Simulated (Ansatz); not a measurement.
Input file for Ansatz (a program for electronic structure): R-BLYP/def2-TZVPP on C2H6Ge (SMILES C=[CH][GeH3]), a point of a torsion scan.

Ansatz 0.2 input:
```yaml
crystal:
  periodic: [false, false, false]
  atoms:
    - {symbol: C, position_ang: [1.56007587, -0.14384565, -0.27776850]}
    - {symbol: C, position_ang: [0.55619350, 0.04010887, 0.56428862]}
    - {symbol: Ge, position_ang: [-1.31624398, 0.06797942, 0.02558422]}
    - {symbol: H, position_ang: [1.39039417, -0.29112693, -1.33340544]}
    - {symbol: H, position_ang: [2.59212890, -0.15653839, 0.04016415]}
    - {symbol: H, position_ang: [0.77101255, 0.18445322, 1.61593391]}
    - {symbol: H, position_ang: [-1.72660714, -1.22128279, -0.60879210]}
    - {symbol: H, position_ang: [-1.58605374, 1.14588726, -0.97354235]}
    - {symbol: H, position_ang: [-2.19436000, 0.30262996, 1.21092019]}
basis:
  gaussian:
    orbitals: def2-TZVPP
hamiltonian:
  xc: {name: BLYP}
scf: {lower_state_search: off}
```

The head of its log:

```
WARN ansatz: RAYON_NUM_THREADS=1 ignored (pool sized by the plan → 1); use --threads N
Functional definition: BLYP
these checks for a lower state are left out or cut short: stability, starts, cluster_reference, orbital_swaps, neighbouring_geometries, increment
integrals: 0.10 GiB planned
1072 factors; their error is unknown
mean field: 0.74 GiB planned
mean field evaluation 1: about -58679.6309 eV, gradient 6.8e1 eV
mean field evaluation 2: about -58657.3048 eV, gradient 1.1e2 eV
```

Question: Predict the final total energy.

Answer: -2156.8185 hartree.
